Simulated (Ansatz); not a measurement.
The same ligand exchange along the group B, Al, Ga, In.

Isolated molecules relaxed with PBE0-D4/def2-TZVP in Ansatz; ΔE leaves out vibrations. CCSD(T)/CBS is the MP2 limit (def2-TZVPP, def2-QZVPP) plus CCSD(T) − MP2 in def2-TZVPP, frozen cores. This one scheme is used for every species. Functionals use def2-TZVPP. Elements past krypton have def2 core potentials. For Ga, In outer-core shells are correlated without core-valence functions, which leaves a few kJ/mol of doubt a bond. Scalar relativity is left out up to krypton.

```
                                                                   reaction  CCSD(T)/def2-SVP (eV)  LDA (SPW92) (eV)  CCSD(T)/CBS(def2) (eV)
              `BN([SiH3])[SiH3]` + `O[SiH3]` → `BO[SiH3]` + `[SiH3]N[SiH3]`                  -0.20             -0.08                   -0.13
`[AlH2][N]([SiH3])[SiH3]` + `O[SiH3]` → `[AlH2][O][SiH3]` + `[SiH3]N[SiH3]`                  -0.60             -0.49                   -0.58
`[SiH3][N]([SiH3])[GaH2]` + `O[SiH3]` → `[SiH3][O][GaH2]` + `[SiH3]N[SiH3]`                  -0.27             -0.15                   -0.17
`[SiH3][N]([SiH3])[InH2]` + `O[SiH3]` → `[SiH3][O][InH2]` + `[SiH3]N[SiH3]`                  -0.23             -0.14                   -0.16
```

Largest T1 diagnostic: 0.015, for `[SiH3][O][InH2]`.
